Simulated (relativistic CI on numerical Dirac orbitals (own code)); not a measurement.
# Hyperfine structure of Ir³⁹⁺, mass number 193

Computed by Dirac-Coulomb-Breit CI, KLI orbitals optimised for each configuration, a model potential for QED, unscaled Slater integrals (own radial code, finite nucleus).

Configurations in the expansion (outside the closed core [Ar] 3d10): 4s2 4p6 4d2, 4s2 4p6 4d 4f, 4s2 4p5 4d3, 4s 4p6 4d3, 4s2 4p5 4d2 4f, 4s 4p6 4d2 4f, 4s2 4p6 4d 5s, 4s2 4p6 4f 5s, 4s2 4p6 4d 5p, 4s2 4p6 4f2, 4s2 4p5 4f3, 4s 4p6 4f3, 4s2 4p6 4f 5p, 4s2 4p5 4f2 5p, 4s 4p6 4f2 5p. Double excitations out of closed p, d and f shells are left out; levels of such configurations are missing from the list, as are those of other unlisted configurations, and high levels can miss mixing partners.

Nuclear spin I = 3/2, μ = 0.163 μN, Q = 0.751 b (tables of Stone and Pyykkö). The electronic factors are computed for point nuclear moments, without core polarisation or the Bohr-Weisskopf and QED corrections.

```tsv
Level	E (eV)	A (MHz)	B (MHz)
4s2 4p6 4d2 3F_2	0.0000	3523	1510
4s2 4p6 4d2 3F_3	21.8019	1999	6790
4s2 4p6 4d2 3P_1	27.5037	-169.9	7300
4s2 4p6 4d2 1G_4	27.5102	2124	32400
4s2 4p6 4d2 3F_4	47.1969	1435	20400
```

Levels with J = 0, under 50 % of one LS term, or S terms without an open s electron are left out. Small factors come from cancelling terms and can be off by tens of per cent or more.

At this charge energies of transitions that change n are usually good to better than 1 %, and those within a shell (Δn = 0) to a few per cent. Terms inside the open d or f shell come out 10 to 20 % too wide with unscaled integrals.

Problem. Give the hyperfine levels of 4s2 4p6 4d2 3F_2 relative to its centre of gravity.

Solution. With K = F(F + 1) − I(I + 1) − J(J + 1), E = AK/2 + B[¾K(K + 1) − I(I + 1)J(J + 1)]/[2I(2I − 1)J(2J − 1)]: F = 1/2: -14540, F = 3/2: -10570, F = 5/2: -2704, F = 7/2: 10950 MHz.

LS names give the leading component of a level, which can be under half, so a name can repeat, a term be missing and a line seem to break the LS rules.
